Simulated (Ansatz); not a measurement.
Reaction (cleavage of the B–Sn bond): `[BH2][SnH2][SiH3]` + `O=[C](O)[GeH3]` → `BO[C](=O)[GeH3]` + `[SiH3][SnH3]`

Calculated with Ansatz (gas phase, PBE0-D4/def2-TZVP geometries, no zero-point term in ΔE). CCSD(T)/CBS is the MP2 limit (def2-TZVPP, def2-QZVPP) plus CCSD(T) − MP2 in def2-TZVPP, frozen cores. Elements past krypton have def2 core potentials. For Ge, Sn outer-core shells are correlated without core-valence functions, which leaves a few kJ/mol of doubt a bond. Scalar relativity is left out up to krypton. One conformer a species, not always the lowest.

```csv
species,CCSD(T)/CBS(def2) energy (Eh)
`[BH2][SnH2][SiH3]`,-532.05307
`O=[C](O)[GeH3]`,-2266.90720
`BO[C](=O)[GeH3]`,-2292.31995
`[SiH3][SnH3]`,-506.68362
```

(1) Work out ΔE.

Largest T1 diagnostic among the species: 0.015.

## Answers

(1) ΔE = (-2292.31995) + (-506.68362) − (-532.05307) − (-2266.90720) = -0.04330 Eh = -113.7 kJ/mol.

At CCSD(T), def2-SVP lies −20.7 kJ/mol from the extrapolated value and def2-TZVPP −4.1 kJ/mol. From BLYP to BHLYP (50 % exact exchange), in def2-TZVPP and without D4, ΔE moves by −7.0 kJ/mol. In def2-TZVPP, CCSD(T) changes the Hartree–Fock value by +11.0 kJ/mol (the triples alone add +0.2 kJ/mol) and MP2 by +12.4 kJ/mol.
